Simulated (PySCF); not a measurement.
Spectra and structures to be paired. Level of theory: PySCF 2.14.0, density-fitted response routines, TDDFT PBE0/def2-SVPD, vertical, gas phase, core orbitals frozen in the response. Geometries: GFN2-xTB; one conformer of each isolated species. Triplets are in the Tamm–Dancoff approximation.

A. `F[Si@@H]([SiH3])P`
B. `P[SiH](P)Cl`
C. `COC1=CC=C/C1=C/Cl`
D. `CCC1=COC=CO1`
E. `OCC1=CCC=CO1`

Lowest singlet levels (six at most, fewer where fewer were computed) with oscillator strengths:

1. 4.12 eV (f 0.002); 4.91 eV (f 0.014); 5.70 eV (f 0.006); 5.88 eV (f 0.007); 6.12 eV (f 0.001); 6.33 eV (f 0.007); T1 3.09 eV
2. 5.60 eV (f 0.000); 5.93 eV (f 0.161); 6.25 eV (f 0.013); 6.46 eV (f 0.410); 6.82 eV (f 0.002); 6.88 eV (f 0.006); T1 4.71 eV
3. 5.06 eV (f 0.010); 5.75 eV (f 0.007); 6.38 eV (f 0.020); 6.54 eV (f 0.003); 6.66 eV (f 0.001); 6.70 eV (f 0.002); T1 3.78 eV
4. 2.83 eV (f 0.017); 5.01 eV (f 0.445); 5.38 eV (f 0.000); 5.63 eV (f 0.004); 5.80 eV (f 0.000); 5.98 eV (f 0.002); T1 1.89 eV
5. 5.44 eV (f 0.047); 6.24 eV (f 0.163); 6.55 eV (f 0.110); 6.70 eV (f 0.062); 6.71 eV (f 0.032); 7.04 eV (f 0.003); T1 4.76 eV

Question: Match each spectrum to its molecule.

Answer: 1 = D, 2 = B, 3 = E, 4 = C, 5 = A.
- A: S1 at 5.44 eV, HOMO→LUMO (91%); Löwdin shares by element: HOMO phosphorus 55%, silicon 27%, hydrogen 6% or more; LUMO silicon 60%, phosphorus 13%, hydrogen 7% or more (atoms not listed hold the other 19%); HOMO -7.59 and LUMO -1.01 eV.
- B: S1 at 5.60 eV, HOMO→LUMO+1 (98%); Löwdin shares by element: HOMO phosphorus 75%, silicon 9% (atoms not listed hold the other 16%); LUMO phosphorus 58%, silicon 20%, chlorine 6% (atoms not listed hold the other 16%); HOMO -7.20 and LUMO -0.46 eV; point group Cs, 1 of its 6 listed states under f = 0.0005.
- C: S1 at 2.83 eV, HOMO→LUMO (99%); Löwdin shares by element: HOMO carbon 58% or more, oxygen 15% (atoms not listed hold the other 27%); LUMO carbon 53% or more, chlorine 10% (atoms not listed hold the other 37%); HOMO -5.84 and LUMO -1.95 eV; point group Cs, 2 of its 6 listed states under f = 0.0005.
- D: S1 at 4.12 eV, HOMO→LUMO (99%); Löwdin shares by element: HOMO oxygen 44%, carbon 26% or more (atoms not listed hold the other 30%); LUMO carbon 69% or more (atoms not listed hold the other 31%); HOMO -5.51 and LUMO -0.04 eV.
- E: S1 at 5.06 eV, HOMO→LUMO (99%); Löwdin shares by element: HOMO carbon 45% or more, oxygen 22% or more (atoms not listed hold the other 33%); LUMO carbon 68% or more (atoms not listed hold the other 32%); HOMO -6.33 and LUMO -0.09 eV.
